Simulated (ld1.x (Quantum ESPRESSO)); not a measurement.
O (Z = 8): excitation energies, all-electron against RRKJ

* Element: oxygen (O)
* Generator: ld1.x (Quantum ESPRESSO) 7.5
* Type: norm-conserving RRKJ (Kleinman–Bylander form)
* Functional: BLYP
* Relativity: scalar-relativistic
* Frozen core: [He]
* Valence charge: 6
* Reference configuration: 2s1.75 2p4.25
* Partial waves: 2s (bound): rc 0.60 bohr; 2p (bound): rc 1.10 bohr
* Local potential: all-electron potential smoothed inside 0.60 bohr (lloc = -2)
* Core correction: none
* rho0: 0.001

Energies are relative to the spin-unpolarised reference configuration 2s1.75 2p4.25; without spin polarisation the order of configurations can differ from experiment.

```tsv
valence configuration	charge	ΔE all-electron (eV)	error AE − PS (meV)
2s2 2p4	0	-3.703	+1.0
2s2 2p3	+1	12.725	+11
2s2 2p2	+2	46.333	+80
2s1 2p4	+1	27.818	-2.2
2s2 2p4.3	-0.3	-5.824	+0.5
```

(1) What are ΔE and the potential's error for 2s2 2p0?

(2) What are ΔE and the potential's error for 2s1 2p5?

Levels in the configuration 2s2 2p0:

```json
{"level": "2s", "all-electron (eV)": "-102.693", "pseudo (eV)": "-102.139"}
```

Answers

(1) ΔE = 177.303 eV all-electron; the error (AE − PS) is +1174 meV.

(2) ΔE = 11.128 eV all-electron; the error (AE − PS) is +9.3 meV.

ld1.x printed “convergence not achieved” for 7 of the counted tests; their residual had stalled under 1e-8, short of the target of 1e-14.
